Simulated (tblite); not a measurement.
Compound: C7H8F (doublet state).
SMILES with atom numbers: `[CH:1]#[C:2][CH2:3]/[C:4]([CH:5][F:6])=[CH:7]\[CH3:8]` (hydrogens: H9 on C1; H10, H11 on C3; H12 on C5; H13 on C7; H14, H15, H16 on C8)
Bond orders are those of one Lewis drawing.

Computed with GFN2-xTB (tblite), gas phase: L-BFGS steps from a force-field or distance-geometry start until the largest atomic force falls under 0.01 eV/Å.

Geometry at step 52:
```
atom  x, y, z in Å
C1      2.4249    1.3202   -0.5850
C2      1.6664    0.4106   -0.7622
C3      0.7287   -0.6882   -0.9039
C4     -0.1634   -0.7257    0.3193
C5      0.1353   -1.6091    1.3296
F6      1.1422   -2.4947    1.2136
C7     -1.2474    0.1188    0.4456
C8     -1.6594    1.1459   -0.5420
H9      3.0981    2.1121   -0.4413
H10     0.1398   -0.5488   -1.8136
H11     1.2839   -1.6260   -0.9836
H12    -0.3745   -1.6750    2.2783
H13    -1.8456    0.0318    1.3403
H14    -2.0239    2.0357   -0.0260
H15    -2.4759    0.7709   -1.1717
H16    -0.8367    1.4304   -1.1954
```

Problem. What forces act on the atoms?

Solution. 
| atom | Fx (eV/Å) | Fy (eV/Å) | Fz (eV/Å) |
| --- | --- | --- | --- |
| C1 | -0.082 | -0.084 | -0.013 |
| C2 | 0.121 | 0.091 | 0.022 |
| C3 | 0.011 | 0.018 | 0.017 |
| C4 | -0.077 | -0.055 | 0.001 |
| C5 | 0.041 | -0.023 | -0.001 |
| F6 | 0.021 | 0.004 | 0.052 |
| C7 | 0.023 | 0.101 | 0.026 |
| C8 | 0.004 | 0.010 | -0.066 |
| H9 | -0.015 | -0.017 | -0.031 |
| H10 | -0.015 | -0.048 | 0.023 |
| H11 | 0.013 | 0.029 | -0.017 |
| H12 | 0.001 | -0.034 | -0.080 |
| H13 | -0.048 | 0.008 | -0.007 |
| H14 | -0.007 | -0.070 | -0.062 |
| H15 | 0.033 | 0.051 | 0.080 |
| H16 | -0.027 | 0.020 | 0.056 |

The largest, 0.15 eV/Å, acts on C2; the rms over all components is 0.047 eV/Å. The forces sum to zero within rounding, as they must for an isolated molecule in no field.

Problem. Give the force on C2 in Eh/bohr and in nN.

Solution. 0.153 eV/Å ÷ 51.422 = 0.00298 Eh/bohr, and 0.153 eV/Å × 1.602 = 0.25 nN.

Problem. How far is this geometry from the end of the optimisation?

Solution. 0.018 eV above it, and 0.186 Å rms away after alignment. The bonds farthest from their final lengths, with half the difference of the two atoms' forces along the bond (positive lengthens):

```tsv
bond	now (Å)	final (Å)	force along bond (eV/Å)
C8–H14	1.091	1.088	-0.03
C4=C7	1.380	1.382	+0.01
C8–H15	1.097	1.095	-0.06
C5–H12	1.079	1.077	-0.02
```

The angle farthest from its final value is C2–C3–C4, 108.7° against 110.8°.

The cost below is that of the whole relaxation. Time: 0.45 s of wall time. Hardware: one thread, Arm Neoverse V1 (aarch64), shared host.
